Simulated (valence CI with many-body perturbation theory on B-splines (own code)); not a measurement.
Results of a calculation; reference values are marked as such.
**Energy levels of Ta XXIII**

Method: valence CI with perturbative core correlation (CI+MBPT): five valence electrons over a frozen Dirac-Fock core [Kr] 4d10, a basis of 7 s, 7 p, 7 d, 7 f, 4 g, 2 h functions for each j, with the one-electron correlation potential Σ1 (screened to all orders), the two-electron term Σ2, the three-electron term Σ3, Breit, model QED; selected single and double excitations, second order for the rest, scaled by the run's own slope (own B-spline code, finite nucleus).

No measured spectrum was set against this ion. As an estimate, terms of the open shell hold to a few per cent of their energy, and close levels can change places. Among the levels kept, up to 990 cm⁻¹ of a level comes from second order outside the variational space, and about a tenth of that is noise between levels of different J, which matters for small intervals. Only levels of the ground parity were solved; by the run's estimate the other parity begins above the list, which can be wrong where configurations are misplaced.

Levels 181 to 194 of 194, with energies above the lowest level, 4f⁵ ⁶H°_5/2. "Leading %" is the weight of the configuration and term that name the level; weights of strongly mixed levels are sums over their largest components and can fall short. In the jj column 3d3/2^4 stands for four electrons in 3d with j = 3/2.

```
No.  Configuration  Term     J  E (cm⁻¹)  Leading %              Leading jj      g  Second component
181            4f⁵   ²P°   1/2    220410         94  4f5/2^3 4f7/2^2 (38 %)  0.637       6 % 4f⁵ ⁴D°
182            4f⁵   ²F°   7/2    222010         47          4f7/2^5 (52 %)  1.055      36 % 4f⁵ ²G°
183            4f⁵   ²K°  15/2    226090         99  4f5/2^2 4f7/2^3 (76 %)  1.064                  
184            4f⁵   ²D°   3/2    231980         83  4f5/2^2 4f7/2^3 (47 %)  0.872      13 % 4f⁵ ²P°
185            4f⁵   ²K°  13/2    234180         93  4f5/2^2 4f7/2^3 (48 %)  0.941       6 % 4f⁵ ²I°
186            4f⁵   ²D°   5/2    240600         81    4f5/2 4f7/2^4 (39 %)  1.155      14 % 4f⁵ ²F°
187            4f⁵   ²F°   7/2    247130         82    4f5/2 4f7/2^4 (50 %)  1.109      14 % 4f⁵ ²G°
188            4f⁵   ²F°   5/2    251150         96    4f5/2 4f7/2^4 (41 %)  0.860                  
189            4f⁵   ²G°   9/2    255270         64  4f5/2^2 4f7/2^3 (53 %)  1.037      35 % 4f⁵ ²H°
190            4f⁵   ²G°   7/2    257050         86  4f5/2^2 4f7/2^3 (54 %)  0.920      13 % 4f⁵ ²F°
191            4f⁵   ²P°   1/2    264140         99    4f5/2 4f7/2^4 (40 %)  0.658                  
192            4f⁵   ²P°   3/2    265300         94  4f5/2^2 4f7/2^3 (66 %)  1.305       5 % 4f⁵ ²D°
193            4f⁵   ²H°   9/2    269060         63  4f5/2^2 4f7/2^3 (56 %)  0.981      36 % 4f⁵ ²G°
194            4f⁵   ²H°  11/2    273440         99  4f5/2^2 4f7/2^3 (76 %)  1.088
```

Names give the largest LS component (configuration and term), which can be under half, so a name can repeat, a term be missing and a line seem to break the LS rules; names also repeat where a configuration has a term twice.
